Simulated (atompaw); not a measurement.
# Which change was made? (Sc, PAW (atompaw))

- Element: Sc
- Generator: atompaw 4.2.0.5
- Type: PAW
- Functional: LDA (PW92)
- Relativity: scalar-relativistic
- Frozen core: [Ne]
- Valence charge: 11
- Reference configuration: 3s2 3p6 3d1 4s0.5 4p0 (charge +1.5)
- Partial waves: 3s (bound): rc 1.80 bohr; 4s (bound): rc 2.00 bohr; 3p (bound): rc 1.30 bohr; 4p (bound, empty): rc 2.00 bohr; 3d (bound): rc 1.60 bohr; 3d channel at 1 Ry: rc 2.00 bohr
- Local potential: bessel scheme, radius 1.95 bohr
- Core correction: smooth core density matched at 1.40 bohr
- Augmentation charge: sinc compensation charge, radius 1.85 bohr; PAW radius 2.00 bohr; waves and projectors: custom rrkj gramschmidtortho

Cutoffs, loose and tight: the cutoffs (Ry, on a coarse ladder) from which the occupation-weighted sum of valence levels, in a spherical-Bessel basis at the reference potential, stays within 10 and 1 mRy of its value at 400 Ry. They see the waves, projectors and local potential, not the compensation charge or the core.

The base gives: outcome: generated; cutoff, loose: 45 Ry; cutoff, tight: 80 Ry; bound ghosts: none.

**Question.** After one change the result is: outcome: generated; cutoff, loose: 55 Ry; cutoff, tight: 100 Ry; bound ghosts: none. Which change was it?
A. all radii scaled by about 1.19 (s 2.14, p 1.54, d 1.90 bohr); local potential bessel scheme, radius 2.32 bohr; augmentation sinc compensation charge, radius 2.20 bohr; PAW radius 2.38 bohr; waves and projectors: custom rrkj gramschmidtortho; core correction smooth core density matched at 1.66 bohr
B. all radii scaled by about 0.90 (s 1.62, p 1.16, d 1.44 bohr); local potential bessel scheme, radius 1.74 bohr; augmentation sinc compensation charge, radius 1.66 bohr; PAW radius 1.80 bohr; waves and projectors: custom rrkj gramschmidtortho; core correction smooth core density matched at 1.26 bohr
C. all radii scaled by about 0.77 (s 1.38, p 1.00, d 1.22 bohr); local potential bessel scheme, radius 1.50 bohr; augmentation sinc compensation charge, radius 1.42 bohr; PAW radius 1.54 bohr; waves and projectors: custom rrkj gramschmidtortho; core correction smooth core density matched at 1.08 bohr

**Answer.** B. The others give: all radii scaled by about 1.19 (s 2.14, p 1.54, d 1.90 bohr); local potential bessel scheme, radius 2.32 bohr; augmentation sinc compensation charge, radius 2.20 bohr; PAW radius 2.38 bohr; waves and projectors: custom rrkj gramschmidtortho; core correction smooth core density matched at 1.66 bohr → outcome: generated; cutoff, loose: 35 Ry; cutoff, tight: 55 Ry; bound ghosts: none | all radii scaled by about 0.77 (s 1.38, p 1.00, d 1.22 bohr); local potential bessel scheme, radius 1.50 bohr; augmentation sinc compensation charge, radius 1.42 bohr; PAW radius 1.54 bohr; waves and projectors: custom rrkj gramschmidtortho; core correction smooth core density matched at 1.08 bohr → outcome: generated; cutoff, loose: 70 Ry; cutoff, tight: 110 Ry; bound ghosts: none.
